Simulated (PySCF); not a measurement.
## Ionising InGe

UHF; basis In cc-pVDZ-PP with ECP28, Ge cc-pVDZ-PP with ECP10; scalar-relativistic core potentials; PySCF 2.14. Neutral (UHF): quartet (σ ↑, π ↑↑), Re = 2.747 Å, ωe = 166 cm⁻¹, De = 1.35 eV, HOMO -7.22 eV, LUMO 0.33 eV.

InGe⁺ (UHF): triplet (σ ↑, π ↑), Re = 3.356 Å, ωe = 71.7 cm⁻¹, De = 0.42 eV to In⁺ + Ge. The energies at the minima are -482.59546 hartree for InGe and -482.37033 for InGe⁺.

Problem. Work out the adiabatic ionisation energy, without and with harmonic zero-point energies (1 hartree = 27.2114 eV, 1 eV = 8065.5 cm⁻¹), and the change of the bond length.

Solution. At UHF: 0.22513 hartree = 6.126 eV between the minima; the zero-point term (71.7 − 166.0)/2 cm⁻¹ = -0.006 eV makes it 6.120 eV. Re changes by +60.9 pm against the neutral. The electron leaves a π orbital, and the ion is left as a loose complex of an ion and an atom.

These are scalar-relativistic numbers at best; spin–orbit coupling would shift them, the dissociation energy most. For an ion De counts to the pair picked by the measured ionisation energies or electron affinities, which need not be the lowest pair at this level. Hartree–Fock leaves out correlation, which carries a large part of most bond energies and some tenths to 1 eV of ionisation energies. States were picked by a PBE0 search and need not be the measured ground states.
